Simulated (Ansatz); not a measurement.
**Ligand exchange: NH3 + SiH(NH2)2(SiH3) → SiH4 + SiH(NH2)3**

Species: NH3 (ammonia) `N`, singlet; SiH(NH2)2(SiH3), singlet; SiH4 (silane) `[SiH4]`, singlet; SiH(NH2)3, singlet. The partners trade NH2 for SiH3: H–NH2 and Si–SiH3 bonds give way to H–SiH3 and Si–NH2.

Shapes, held fixed at every level: PBE0-D4/def2-TZVP. Flexible molecules stand in one conformer, not always the lowest. Programs: Ansatz 0.2.0. The zero-point and thermal change to 298 K, harmonic and unscaled (PBE0-D4/def2-TZVP), is -6.2 kJ/mol.

**Question.** Estimate ΔH(298 K) of this reaction.

**Answer.** The highest level, CCSD(T)/CBS estimate, gives ΔH(298 K) = -85.2 kJ/mol; the levels span -91.5 to -64.8. The column of differences is taken from that level and isn't an error. No measured value is set beside it here. The CBS estimate extrapolates MP2 from def2-TZVPP and def2-QZVPP and adds CCSD(T) − MP2 in the triple-zeta set, cores frozen.

```
                level                   kind  ΔH(298 K) (kJ/mol)  less CCSD(T)/CBS estimate
    PBE-D4/def2-TZVPP                    GGA               -64.8                      +20.4
 r2SCAN-D4/def2-TZVPP               meta-GGA               -80.7                       +4.5
  BHLYP-D4/def2-TZVPP          global hybrid               -90.8                       -5.6
r2SCAN0-D4/def2-TZVPP          global hybrid               -84.1                       +1.1
         MP2/def2-SVP    perturbation theory               -91.5                       -6.3
        CCSD/def2-SVP  coupled cluster or CI               -87.1                       -1.9
      CCSD/def2-TZVPP  coupled cluster or CI               -89.5                       -4.3
 CCSD(T)/CBS estimate  coupled cluster or CI               -85.2                        0.0
```
